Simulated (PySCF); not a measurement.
## Indirect couplings

Molfile (atoms numbered from 1):
```
C6H8B2
     RDKit          3D

 16 16  0  0  0  0  0  0  0  0999 V2000
   -2.8904    0.1010    0.0402 C   0  0  0  0  0  0  0  0  0  0  0  0
   -1.8782   -0.7750   -0.1030 C   0  0  0  0  0  0  0  0  0  0  0  0
   -0.3822   -0.3649   -0.1541 B   0  0  0  0  0  0  0  0  0  0  0  0
    0.7261   -1.4774   -0.2332 C   0  0  0  0  0  0  0  0  0  0  0  0
    2.0401   -1.1528   -0.2328 C   0  0  0  0  0  0  0  0  0  0  0  0
    2.4770    0.3491   -0.1729 B   0  0  0  0  0  0  0  0  0  0  0  0
    1.3846    1.4677   -0.1184 C   0  0  0  0  0  0  0  0  0  0  0  0
    0.0709    1.1416   -0.1145 C   0  0  0  0  0  0  0  0  0  0  0  0
   -2.7099    1.1784    0.1191 H   0  0  0  0  0  0  0  0  0  0  0  0
   -3.9396   -0.2114    0.0899 H   0  0  0  0  0  0  0  0  0  0  0  0
   -2.1455   -1.8383   -0.1705 H   0  0  0  0  0  0  0  0  0  0  0  0
    0.4328   -2.5364   -0.2794 H   0  0  0  0  0  0  0  0  0  0  0  0
    2.7924   -1.9516   -0.2787 H   0  0  0  0  0  0  0  0  0  0  0  0
    3.6526    0.6440   -0.1736 H   0  0  0  0  0  0  0  0  0  0  0  0
    1.6743    2.5265   -0.0845 H   0  0  0  0  0  0  0  0  0  0  0  0
   -0.6710    1.9514   -0.0794 H   0  0  0  0  0  0  0  0  0  0  0  0
  1  2  2  0
  2  3  1  0
  3  4  1  0
  4  5  2  0
  5  6  1  0
  6  7  1  0
  7  8  2  0
  8  3  1  0
  1  9  1  0
  1 10  1  0
  2 11  1  0
  4 12  1  0
  5 13  1  0
  6 14  1  0
  7 15  1  0
  8 16  1  0
M  END
```

Couplings: B3LYP/pcJ-1 (spin–dipole term only in couplings to heteroatoms) in PySCF 2.14.0 with density-fitted response routines, geometry PBE0-D3(BJ)/def2-SVP; gas phase, one conformer, non-relativistic. Couplings are averaged over pairs made equivalent by symmetry, fast rotation or ring inversion, so a value needn't be that of the named pair in this geometry, while other rotamers aren't included; one pair stands for each set, and the list holds a selection of those of at least 1.5 Hz over up to four bonds.

Isotopes: 13C, 1H, 11B.

```
    pair  bonds  J (Hz)
  C1, C2      1    61.5
  C1, H9      1   166.7
 C1, H10      1       ?
  C2, B3      1       ?
 C2, H11      1       ?
  B3, C4      1    67.2
  C4, C5      1       ?
 C4, H12      1       ?
  C5, B6      1       ?
 C5, H13      1   150.8
 B6, H14      1   130.5
  C1, B3      2     3.1
  C2, C4      2     5.2
  C4, B6      2     3.3
  C4, C8      2     3.2
 B6, H13      2     5.1
 H9, H10      2       ?
  C2, C5      3     3.5
  B3, H9      3     5.8
 B3, H13      3     8.5
 C4, H14      3     6.6
 C4, H16      3       ?
 B6, H12      3     8.9
 H9, H11      3    20.7
H12, H13      3    15.6
H13, H14      3     4.0
```

Problem. Estimate the withheld couplings, with signs.

Solution. 
- 1J(C1,H10) = 164.9 Hz (bond length 1.096 Å, sp2 carbon)
- 1J(C2,B3) = 65.0 Hz (bond length 1.552 Å)
- 1J(C2,H11) = 147.3 Hz (bond length 1.099 Å, sp2 carbon)
- 1J(C4,C5) = 51.1 Hz (bond length 1.354 Å)
- 1J(C4,H12) = 146.9 Hz (bond length 1.100 Å, sp2 carbon)
- 1J(C5,B6) = 65.2 Hz (bond length 1.565 Å)
- 2J(H9,H10) = 4.0 Hz (angle at C1 116°)
- 3J(C4,H16) = 4.1 Hz (dihedral angle 179°)
